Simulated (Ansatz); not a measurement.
The first iterations of a band of Cl3FH2HfO (8 atoms, charge 0, multiplicity 1).

All numbers below come from Ansatz, RKS B3LYP/def2-SVP.

```json
{"movable images": "7", "climbing image": "yes", "spring": "20.0 eV/Å²", "optimiser": "quadratic models (default)", "start path": "through a guess of the saddle point", "force threshold": "0.03 eV/Å", "iteration limit": "60", "end points": "relaxed"}
```

Image 0:

```xyz
8
Properties=species:S:1:pos:R:3
Hf 0.085 -0.047 0.098
Cl -0.057 0.472 2.431
Cl 2.164 0.416 -0.923
F -0.939 1.430 -0.525
Cl -1.209 -1.762 -0.955
O 1.037 -1.977 1.057
H 0.776 -2.857 0.744
H 1.172 -2.017 2.017
```

Image 8:

```xyz
8
Properties=species:S:1:pos:R:3
Hf 0.120 -0.509 -0.263
Cl 1.067 0.390 2.652
Cl 2.100 0.569 -0.993
F -1.294 0.657 0.280
Cl -0.749 -1.541 -2.194
O 0.424 -2.022 0.940
H 0.377 -2.982 0.994
H 0.984 -0.905 2.529
```

| iteration | highest image above the first end (eV) | largest band force component (eV/Å) |
| --- | --- | --- |
| 1 | 3.328 | 4.482 |
| 2 | 2.256 | 2.905 |
| 3 | 1.847 | 4.076 |
| 4 | 1.250 | 4.206 |
| 5 | 1.004 | 3.436 |
| 6 | 0.939 | 3.269 |
| 7 | 0.950 | 4.261 |

Task: Does the band converge within its limit, and where does its top end?

Result: The run converged. It ended after 22 iterations with the highest image 0.958 eV above the first end. Another band between the same ends (7 images) ends at a top of the same energy, where a vibrational analysis finds 1 clearly imaginary mode. The orbitals stay closed-shell, which can raise the energy where a bond breaks towards radicals; this wasn't checked here.

The run took 7.6 min on 4 threads of Arm Neoverse V1, on a shared host, peak memory 0.38 GiB.
